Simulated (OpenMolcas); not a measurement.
**Mg+: effect of the basis set**

```json
{
  "Program": "OpenMolcas",
  "Method": "CASSCF",
  "Active space": "1 electron in 4 orbitals (3s 3p)",
  "State averaging": "2S+1 = 2 even, 1 root; 2S+1 = 2 odd, 3 roots",
  "Spin-orbit coupling": "state interaction with AMFI integrals over the reference wave functions, term energies averaged over their components"
}
```

A. ANO-RCC-VDZP [4s3p1d], DKH2, point nucleus; cost about 5 core-seconds
B. ANO-RCC-VTZP [5s4p2d1f], DKH2, point nucleus; cost roughly 6 core-seconds
C. ANO-L-VTZP [5s4p2d1f], non-relativistic, point nucleus; cost about 9 core-seconds
D. ANO-R2 [6s4p4d2f], X2C, finite nucleus; cost about 6 core-seconds
E. ANO-R3 [6s4p4d2f], X2C, finite nucleus; cost roughly 5 core-seconds
F. ANO-RCC-VQZP [6s5p3d2f1g], DKH2, point nucleus; cost of the order of 7 core-seconds

Energies in cm⁻¹ above 3s ²S_1/2, the measured ground level; measured values from NIST Handbook of Basic Atomic Spectroscopic Data.

```csv
Level,A,B,C,D,E,F,Measured
3s ²S_1/2,0.0,0.0,0.0,0.0,0.0,0.0,0.0
3p ²P°_1/2,34966,34620,34505,44044,44044,34585,35669
3p ²P°_3/2,35025,34690,34570,44150,44150,34656,35761
```

Deviations, from unrounded energies. A percentage is the sum of absolute deviations over the sum of measured energies, with the sign that they share, or ± where signs differ.

```tsv
Against measurement	Levels	A	B	C	D	E	F
mean absolute deviation (cm-1)	2	720	1100	1200	8400	8400	1100
other configurations (%)	2	-2.0	-3.0	-3.3	+23.5	+23.5	-3.1
```

A lies closest to measurement on these levels and D furthest from it. The largest miss of A in the table is 3p ²P°_3/2, by -740 cm-1. The ranking rests on the paired levels alone, and a cruder setting can come out closer through cancelling errors.

Among A to F the level of the table that moves most is 3p ²P°_3/2, by 9600 cm-1 (lowest in C, highest in D).

ANO sets are built for ground and valence states and can reach diffuse excited orbitals poorly. With one active electron the reference holds no correlation, so core polarisation is missing. The ANO-R sets hold no well-fitted valence p shell for this element, so s → p excitations can come out far too high (holds for D; E). Measured partners are found by configuration, term and J. A level has none where our copy of the source lacks it or the pairing is in doubt (some pairs that miss far off the trend of their configuration count as doubtful), and it then counts in no deviation. Only configurations of the active space appear.

° marks odd parity.
